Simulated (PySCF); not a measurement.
# Where the electron goes

C6H6FP.
Z-matrix (Å and degrees, PBE0-D3(BJ)/def2-SVP geometry), rows numbered from 1:
```
C 
C   1  1.5057
C   2  1.3967  1  119.11
C   3  1.3921  2  124.18  1   179.83
C   4  1.3944  3  123.11  2     0.03
C   5  1.3844  4  121.85  3     0.05
F   6  1.3371  5  116.96  4  -179.89
P   2  1.7473  1  116.54  3   179.97
H   1  1.1018  2  110.88  3    58.25
H   1  1.1020  2  110.82  3   -60.88
H   1  1.0996  2  111.97  3   178.75
H   3  1.0957  2  117.93  1    -0.16
H   4  1.0928  3  118.64  2  -179.98
H   5  1.0938  4  120.45  3  -179.98
```

Method used: PySCF, TDDFT CAM-B3LYP/def2-SVPD, vertical, gas phase, core orbitals frozen in the response.

Kohn–Sham orbitals with the atoms that hold most of them (Löwdin shares over 4%, at most four atoms; ? is withheld):

| orbital | ε (eV) | atoms |
| --- | --- | --- |
| HOMO-3 | -11.07 | C2 18%, P8 18%, C1 13%, F7 13% |
| HOMO-2 | -9.40 | P8 61%, C6 12%, C2 11%, C3 4% |
| HOMO-1 | -8.67 | ? |
| HOMO | -8.23 | P8 32%, C4 16%, C6 16%, C2 12% |
| LUMO | -0.57 | ? |
| LUMO+1 | 0.19 | C6 18%, C2 17%, C3 17%, C5 16% |
| LUMO+2 | 1.29 | C1 21%, C3 12%, C4 10%, H12 10% |

(1) Which atoms hold the LUMO, and with what shares?

(2) Which atoms hold the HOMO-1, and with what shares?

(3) The HOMO–LUMO gap is 7.67 eV. Where does the response calculation put the lowest singlet, and from which orbitals?

(4) Give energy, strength and leading configuration of S2, S3, S5 and S6, and follow the Löwdin shares of the leading atoms from the occupied to the empty orbital.

Answers

(1) P8 (bonded to 2 C) 33%; C4 (bonded to 2 C and H) 18%; C2 (bonded to 2 C and P) 16%; C6 (bonded to C, F and P) 13%. By element: carbon 47% or more, phosphorus 33%.

(2) C5 (bonded to 2 C and H) 21%; C2 (bonded to 2 C and P) 20%; C3 (bonded to 2 C and H) 18%; C6 (bonded to C, F and P) 14%.

(3) S1 is at 4.66 eV (f = 0.0066), 3.01 eV below the gap, made of HOMO-1→LUMO (54%), HOMO→LUMO+1 (36%). Its leading pair isn't HOMO and LUMO; the energies of that pair differ by 8.11 eV. Without the coupling terms of the response equations the lowest excitation would equal the gap.

(4) 
- S2 (5.04 eV, f 0.096), HOMO→LUMO (80%): P8 32% → 33%, C4 16% → 18%
- S3 (5.31 eV, f 0.017), HOMO-2→LUMO (98%): P8 61% → 33%, C6 12% → 13%, C4 at most 5% → 18%
- S5 (5.99 eV, f 0.0003), HOMO-2→LUMO+1 (97%): P8 61% → at most 16%, C6 12% → 18%, C2 11% → 17%
- S6 (6.31 eV, f 0.374), HOMO-1→LUMO+1 (86%): C5 21% → 16%, C2 20% → 17%, C6 14% → 18%
